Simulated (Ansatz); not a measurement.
Calculation: frozen-core CCSD(T)/def2-TZVPP // B3LYP-D3(BJ)/def2-TZVP in Ansatz (a quantum-chemistry and plane-wave program).

Ansatz 0.2 input:
```yaml
crystal:
  periodic: [false, false, false]
  atoms:
    - { symbol: Br, position_ang: [-0.978498, 1.66871, -0.006976] }
    - { symbol: B, position_ang: [-0.053437, 0.001142, -0.000202] }
    - { symbol: Br, position_ang: [-1.040874, -1.630234, -0.0007] }
    - { symbol: I, position_ang: [2.07281, -0.03962, 0.007877] }
basis:
  gaussian: { orbitals: def2-TZVPP }
correlation:
  method: ccsd_t
```

Output:

```
Functional definition: HF
1340 factors; integrals over basis functions are off by at most 8.5e-4 eV
mean field evaluation 1: about -148743.5289 eV, gradient 1.8e1 eV
mean field evaluation 2: about -148743.6442 eV, gradient 1.8e1 eV
mean field evaluation 4: about -148744.9377 eV, gradient 2.7e0 eV
mean field evaluation 8: about -148744.9773 eV, gradient 3.7e-4 eV
mean field evaluation 16: about -148744.7794 eV, gradient 2.7e0 eV
mean field -148744.97733819 eV, -5466.2770942115 hartree, gradient 1.4e-6 eV, S^2 0.000000; 0 other end points of the search recorded, 0 dependent functions left out
23 core orbitals not correlated
reference -148744.97733819 eV, -5466.2770942115 hartree; 27, 27 occupied and 127, 127 virtual orbitals, 1340 factors
second order -31.20037938 eV of doubles, -0.00000000 eV of singles
cycle   1  -29.73635220 eV  change     1.5e0 eV  update   1.2e-1
cycle   2  -30.45177102 eV  change   -7.2e-1 eV  update   3.4e-2
cycle   3  -30.57298436 eV  change   -1.2e-1 eV  update   1.7e-2
cycle   4  -30.53441360 eV  change    3.9e-2 eV  update   5.5e-3
cycle   5  -30.53310305 eV  change    1.3e-3 eV  update   2.7e-3
cycle   6  -30.53483223 eV  change   -1.7e-3 eV  update   6.5e-4
cycle   7  -30.53435152 eV  change    4.8e-4 eV  update   2.6e-4
cycle   8  -30.53421015 eV  change    1.4e-4 eV  update   7.3e-5
cycle   9  -30.53428443 eV  change   -7.4e-5 eV  update   4.5e-5
cycle  10  -30.53427068 eV  change    1.4e-5 eV  update   1.8e-5
perturbative correction -1.01668396 eV, -0.0373624465 hartree
Total energy: -148776.52829283 eV, -5467.4365704085 hartree
```

Cost: about 2.2 core-minutes (a rough figure).
